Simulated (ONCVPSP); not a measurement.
## niobium, ONCV: configuration errors across variants

```
Element                 : niobium (Nb)
Generator               : ONCVPSP 4.0.1
Type                    : optimised norm-conserving Vanderbilt (ONCV)
Functional              : PBE
Relativity              : scalar-relativistic
Frozen core             : [Ar] 3d10
Valence charge          : 13
Reference configuration : 4s2 4p6 4d3 5s2
Partial waves           : 4s+5s: rc 1.90 bohr, ncon 3, nbas 6, qcut 8.4 1/bohr, 2 projectors; 4p: rc 2.10 bohr, ncon 5, nbas 8, qcut 8 1/bohr, 3 projectors, debl 3.6 Ha; 4d: rc 2.25 bohr, ncon 3, nbas 8, qcut 7.1 1/bohr, 3 projectors, debl 2 Ha
Local potential         : polynomial inside 1.55 bohr (lpopt 5, dvloc0 0 Ha)
Core correction         : Teter function, fcfact 3.25, rcfact 1.65
```

All-electron excitation energies from the reference (eV): (1) 4s2 4p6 4d4 5s1 0.516; (2) 4s2 4p6 4d4 5s0 7.154; (3) 4s2 4p6 4d3 5s0 21.194; (4) 4s2 4p6 4d2 5s0 45.918.

1 further variants failed, have other tests or too few solved ones, and are left out.

Errors AE − PS in meV (a dash: test not solved or not reliable):

| change | (1) | (2) | (3) | (4) | bound ghosts | GHOST(+) flags above zero |
| --- | --- | --- | --- | --- | --- | --- |
| base | -2.9 | -6.6 | -6.9 | -2.8 | none | none |
| s: qcut 5.3 | -5.1 | -13 | -11 | -5.1 | none | none |
| s: qcut 6.2 | -4.3 | -11 | -9.7 | -4.4 | none | none |
| s: qcut 6.9 | -3.6 | -8.6 | -8.2 | -3.7 | none | none |
| s: qcut 9 | -2.7 | -6.2 | -6.6 | -2.6 | none | none |
| s: qcut 9.5 | -2.7 | -6.2 | -6.6 | -2.6 | none | s |
| s: qcut 10.7 | -2.6 | -5.8 | -6.3 | -2.5 | none | s |
| s: qcut 12.3 | -2.5 | -5.6 | -6.1 | -2.4 | none | s |

Task: Give the same row for: s: qcut 7.6.

Result: -3.2, -7.5, -7.5, -3.1; bound ghosts: none; GHOST(+) flags above zero: none.
